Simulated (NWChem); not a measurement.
System: C$_{2}$H$_{6}$FNSi; SMILES F[SiH]1CNC1

Input file for NWChem:

```
start job
memory heap 200 mb stack 900 mb global 1100 mb
geometry units angstroms noautoz
  F      0.349440    -2.025831     0.000000
  Si    -0.424712    -0.603334     0.000000
  C      0.166170     0.758657     1.174048
  N     -0.033254     1.656578     0.000000
  C      0.166170     0.758657    -1.174048
  H     -1.877806    -0.911918     0.000000
  H     -0.426140     1.055695     2.045363
  H      1.218328     0.635526     1.483347
  H      0.563694     2.482106     0.000000
  H      1.218328     0.635526    -1.483347
  H     -0.426140     1.055695    -2.045363
end
basis spherical
  * library def2-svp
end
dft
  xc xpbe96 cpbe96
  iterations 150
  mulliken
end
task dft energy
```

Output (shortened):

```
             Northwest Computational Chemistry Package (NWChem) 7.3.0
             --------------------------------------------------------

 CS  symmetry detected

                             Geometry "geometry" -> ""
                             -------------------------

 Output coordinates in angstroms (scale by  1.889725989 to convert to a.u.)

  No.       Tag          Charge          X              Y              Z
 ---- ---------------- ---------- -------------- -------------- --------------
    1 F                    9.0000     0.35981603     2.00546642     0.00000000
    2 Si                  14.0000    -0.41032084     0.58079163     0.00000000
    3 C                    6.0000     0.18440021    -0.77952741     1.17404800
    4 N                    7.0000    -0.01249047    -1.67800730     0.00000000
    5 C                    6.0000     0.18440021    -0.77952741    -1.17404800
    6 H                    1.0000    -1.86427940     0.88527606     0.00000000
    7 H                    1.0000    -0.40706966    -1.07823480     2.04536300
    8 H                    1.0000     1.23620674    -0.65342936     1.48334700
    9 H                    1.0000     0.58678350    -2.50184836     0.00000000
   10 H                    1.0000     1.23620674    -0.65342936    -1.48334700
   11 H                    1.0000    -0.40706966    -1.07823480    -2.04536300

 Effective nuclear repulsion energy (a.u.)     239.0204778734

      Symmetry information
      --------------------

 Group name             Cs
 Group number              2
 Group order               2
 No. of unique centers     8

  pbe96 is a nonlocal functional; adding pw91lda local functional.

                                 NWChem DFT Module
                                 -----------------

 Summary of "ao basis" -> "ao basis" (spherical)
 ------------------------------------------------------------------------------
       Tag                 Description            Shells   Functions and Types
 ---------------- ------------------------------  ------  ---------------------
 F                          def2-svp                 6       14   3s2p1d
 Si                         def2-svp                 8       18   4s3p1d
 C                          def2-svp                 6       14   3s2p1d
 N                          def2-svp                 6       14   3s2p1d
 H                          def2-svp                 3        5   2s1p

      Symmetry analysis of basis
      --------------------------

        a'         65
        a"         39

            General Information
            -------------------
          SCF calculation type: DFT
          Wavefunction type:  closed shell.
          No. of atoms     :    11
          No. of electrons :    48
           Alpha electrons :    24
            Beta electrons :    24
          Charge           :     0
          Spin multiplicity:     1
          Use of symmetry is: on ; symmetry adaption is: on
          Maximum number of iterations: 150
          AO basis - number of functions:   104
                     number of shells:    50
          Convergence on energy requested:  1.00D-06
          Convergence on density requested:  1.00D-05
          Convergence on gradient requested:  5.00D-04

              XC Information
              --------------
          PerdewBurkeErnzerhof Exchange Functional  1.000
            Perdew 1991 LDA Correlation Functional  1.000 local
           PerdewBurkeErnz. Correlation Functional  1.000 non-local

             Grid Information
             ----------------
          Grid used for XC integration:  medium
          Radial quadrature: Mura-Knowles
          Angular quadrature: Lebedev.
          Tag              B.-S. Rad. Rad. Pts. Rad. Cut. Ang. Pts.
          ---              ---------- --------- --------- ---------
          F                   0.50       49          11.0       434
          Si                  1.10       88          10.0       590
          C                   0.70       49          10.0       434
          N                   0.65       49           9.0       434
          H                   0.35       45          11.0       434
          Grid pruning is: on
          Number of quadrature shells:   415
          Spatial weights used:  Erf1

      Superposition of Atomic Density Guess
      -------------------------------------

 Sum of atomic energies:        -520.52053240

      Non-variational initial energy
      ------------------------------

 Total energy =    -523.046172
 1-e energy   =   -1192.231526
 2-e energy   =     430.164875
 HOMO         =      -0.285747
 LUMO         =       0.065008

      Symmetry analysis of molecular orbitals - initial
      -------------------------------------------------

  Numbering of irreducible representations:

     1 a'          2 a"

  Orbital symmetries:

     1 a'          2 a'          3 a'          4 a'          5 a"
     6 a'          7 a'          8 a'          9 a"         10 a'
    11 a'         12 a"         13 a'         14 a'         15 a'
    16 a'         17 a"         18 a'         19 a'         20 a"
    21 a"         22 a'         23 a"         24 a'         25 a'
    26 a"         27 a'         28 a'         29 a'         30 a"
    31 a'         32 a"         33 a'         34 a"

     ---------------------------------------------
      Total Density - Mulliken Population Analysis
     ---------------------------------------------

    Atom       Charge   Shell Charges
 -----------   ------   -------------------------------------------------------
    1 F    9     9.57   1.99  1.15  0.78  3.52  2.13  0.00
    2 Si  14    12.90   2.00  1.99  0.95  0.23  5.93  0.94  0.60  0.25
    3 C    6     6.26   1.99  0.96  0.28  1.96  1.04  0.03
    4 N    7     7.56   1.99  1.03  0.53  2.40  1.58  0.02
    5 C    6     6.26   1.99  0.96  0.28  1.96  1.04  0.03
    6 H    1     1.09   0.70  0.38  0.01
    7 H    1     0.89   0.68  0.19  0.02
    8 H    1     0.90   0.68  0.20  0.02
    9 H    1     0.78   0.61  0.12  0.04
   10 H    1     0.90   0.68  0.20  0.02
   11 H    1     0.89   0.68  0.19  0.02

   convergence    iter        energy       DeltaE   RMS-Dens  Diis-err
 ---------------- ----- ----------------- --------- --------- ---------
 d= 0,ls=0.0,diis     1   -523.1683033218 -7.62D+02  1.81D-02  6.55D-01
 d= 0,ls=0.0,diis     2   -523.0744261857  9.39D-02  1.13D-02  1.86D+00
 d= 0,ls=0.0,diis     3   -523.2353170810 -1.61D-01  2.31D-03  6.41D-02
 d= 0,ls=0.0,diis     4   -523.2397885572 -4.47D-03  1.10D-03  8.57D-03
 d= 0,ls=0.0,diis     5   -523.2407084349 -9.20D-04  3.82D-04  1.62D-03
  Resetting Diis
 d= 0,ls=0.0,diis     6   -523.2408936895 -1.85D-04  7.26D-05  6.19D-05
 d= 0,ls=0.0,diis     7   -523.2409007581 -7.07D-06  4.39D-05  6.18D-06
 d= 0,ls=0.0,diis     8   -523.2408992582  1.50D-06  2.83D-05  1.80D-05
 d= 0,ls=0.0,diis     9   -523.2409015486 -2.29D-06  4.14D-06  1.73D-07
 d= 0,ls=0.0,diis    10   -523.2409015650 -1.64D-08  9.34D-07  1.54D-08

         Total DFT energy =     -523.240901565009
      One electron energy =    -1196.266932484679
           Coulomb energy =      484.992756796850
    Exchange-Corr. energy =      -50.987203750560
 Nuclear repulsion energy =      239.020477873381

 Numeric. integr. density =       47.999993711598

                  Occupations of the irreducible representations
                  ----------------------------------------------

                     irrep           alpha         beta
                     --------     --------     --------
                     a'               17.0         17.0
                     a"                7.0          7.0

                       DFT Final Molecular Orbital Analysis
                       ------------------------------------

 Vector   22  Occ=2.000000D+00  E=-2.645368D-01  Symmetry=a'
              MO Center= -3.3D-01, -7.8D-02, -2.0D-13, r^2= 3.5D+00
   Bfn.  Coefficient  Atom+Function         Bfn.  Coefficient  Atom+Function
  ----- ------------  ---------------      ----- ------------  ---------------
    75      0.278302   6 H  s                37     -0.239002   3 C  py
    65     -0.239002   5 C  py               76      0.218693   6 H  s
    51     -0.216534   4 N  py               22     -0.189328   2 Si px
    90     -0.189997   9 H  s                 4     -0.165760   1 F  px
    23      0.163070   2 Si py                5      0.158800   1 F  py

 Vector   23  Occ=2.000000D+00  E=-2.600384D-01  Symmetry=a"
              MO Center=  2.2D-02, -2.7D-01,  2.0D-13, r^2= 2.8D+00
   Bfn.  Coefficient  Atom+Function         Bfn.  Coefficient  Atom+Function
  ----- ------------  ---------------      ----- ------------  ---------------
    24      0.257408   2 Si pz               37      0.252548   3 C  py
    65     -0.252548   5 C  py               38     -0.210528   3 C  pz
    66     -0.210528   5 C  pz                6      0.202945   1 F  pz
    35      0.187007   3 C  s                63     -0.187007   5 C  s
    40      0.163995   3 C  py               68     -0.163995   5 C  py

 Vector   24  Occ=2.000000D+00  E=-1.880494D-01  Symmetry=a'
              MO Center= -4.8D-03, -1.5D+00, -3.6D-15, r^2= 1.8D+00
   Bfn.  Coefficient  Atom+Function         Bfn.  Coefficient  Atom+Function
  ----- ------------  ---------------      ----- ------------  ---------------
    50      0.509360   4 N  px               53     -0.404545   4 N  px
    49      0.251550   4 N  s                85      0.178133   8 H  s
    95      0.178133  10 H  s                86      0.155032   8 H  s
    96      0.155032  10 H  s                48      0.152283   4 N  s
    51      0.140098   4 N  py               18      0.132649   2 Si s

[...]
```

Level: PBE/def2-SVP. Geometry: optimised at B3LYP/6-31G* (spherical d).
